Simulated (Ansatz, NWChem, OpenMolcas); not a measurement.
How methods differ on MoO3 (SMILES [O]=[Mo](=[O])=[O])

MoO3: 4 atoms, total charge 0, spin state singlet. SMILES: `[O]=[Mo](=[O])=[O]`. Geometry: relaxed at PBE0-D4/def2-TZVP.

Each level gives the vertical energy of the triplet above the singlet (eV). The values are calculated.

```json
{"level": "HF/def2-SVPD (core potential)", "kind": "Hartree–Fock", "program": "Ansatz", "value (eV)": "0.45", "less CCSD(T)/def2-SVPD": "-1.93", "CPU time (all runs)": "53 s"}
{"level": "BLYP/def2-SVPD (core potential)", "kind": "GGA", "program": "Ansatz", "value (eV)": "2.14", "less CCSD(T)/def2-SVPD": "-0.24", "CPU time (all runs)": "55 s"}
{"level": "M06-L/def2-SVPD (core potential)", "kind": "meta-GGA", "program": "OpenMolcas", "value (eV)": "2.39", "less CCSD(T)/def2-SVPD": "+0.01", "CPU time (all runs)": "2.7 min"}
{"level": "TPSS/def2-SVPD (core potential)", "kind": "meta-GGA", "program": "OpenMolcas", "value (eV)": "2.19", "less CCSD(T)/def2-SVPD": "-0.19", "CPU time (all runs)": "3.1 min"}
{"level": "r2SCAN/def2-SVPD (core potential)", "kind": "meta-GGA", "program": "Ansatz", "value (eV)": "2.15", "less CCSD(T)/def2-SVPD": "-0.23", "CPU time (all runs)": "2.2 min"}
{"level": "wB97M-V/def2-SVPD (core potential)", "kind": "range-separated hybrid", "program": "Ansatz", "value (eV)": "2.27", "less CCSD(T)/def2-SVPD": "-0.11", "CPU time (all runs)": "6.4 min"}
{"level": "B2PLYP/def2-SVPD (core potential)", "kind": "double hybrid", "program": "NWChem", "value (eV)": "2.82", "less CCSD(T)/def2-SVPD": "+0.44", "CPU time (all runs)": "1.9 min"}
{"level": "CCSD(T)/def2-SVPD (core potential)", "kind": "coupled cluster or CI", "program": "Ansatz", "value (eV)": "2.38", "less CCSD(T)/def2-SVPD": "0.00", "CPU time (all runs)": "8.6 min"}
```

Differences are taken from CCSD(T)/def2-SVPD (core potential) for orientation; it has basis-set and higher-order errors of its own. Its T1 diagnostic reaches 0.049, a sign that one reference may not serve. Spin-orbit coupling, which can split open shells on such heavy atoms by tenths of an eV, is left out. The values span 0.45 to 2.82 eV. Spin contamination of the reference (⟨S²⟩ at least 0.1 too high) touches HF/def2-SVPD, CCSD(T)/def2-SVPD. CPU times are rough (shared hosts, several kinds of processor): they show what a rung costs within a factor of a few.
